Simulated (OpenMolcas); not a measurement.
Computed levels of 5s2 5p2 in ions with 50 electrons, in cm-1 above 3P0.

```
Program             : OpenMolcas
Method              : CASSCF
Basis               : ANO-RCC-VTZP
Scalar Hamiltonian  : DKH2, point nucleus
Spin-orbit coupling : state interaction with AMFI integrals over the reference wave functions, term energies averaged over their components
```

Active space for each ion: 4 electrons in 4 orbitals (5s 5p).

| Level | Sn | Te2+ | I3+ | Xe4+ |
| --- | --- | --- | --- | --- |
| 3P1 | 1450 | 4144 | 6031 | 7995 |
| 3P2 | 3141 | 7757 | 10601 | 13445 |
| 1D2 | 10425 | 18588 | 23341 | 28371 |
| 1S0 | 17425 | 29362 | 35659 | 42307 |

Estimate 3P2, 1D2, 1S0 for Sb+ from its neighbours Sn and Te2+.

3P2 is fine structure, which grows about as the fourth power of a screened charge, so the fourth roots are averaged: ((3141^0.25 + 7757^0.25) / 2)^4 = 5063. The calculation gives 5279, so the estimate is off by -4.1 %; the measured value is 5658 (NIST Handbook of Basic Atomic Spectroscopic Data).
1D2 is another term, which grows about linearly with the charge: (10425 + 18588) / 2 = 14506. The calculation gives 14386, so the estimate is off by +0.8 %; the measured value is 12790 (NIST Handbook of Basic Atomic Spectroscopic Data).
1S0 is another term, which grows about linearly with the charge: (17425 + 29362) / 2 = 23394. The calculation gives 23384, so the estimate is off by 0 %; the measured value is 23906 (NIST Handbook of Basic Atomic Spectroscopic Data).

Computed and measured levels are paired by configuration, term and J; levels that our copy of the source lacks, or whose pairing is in doubt (as where it misses far off the trend of its configuration), stay unpaired and out of the deviations. Levels of configurations outside the active space are missing.
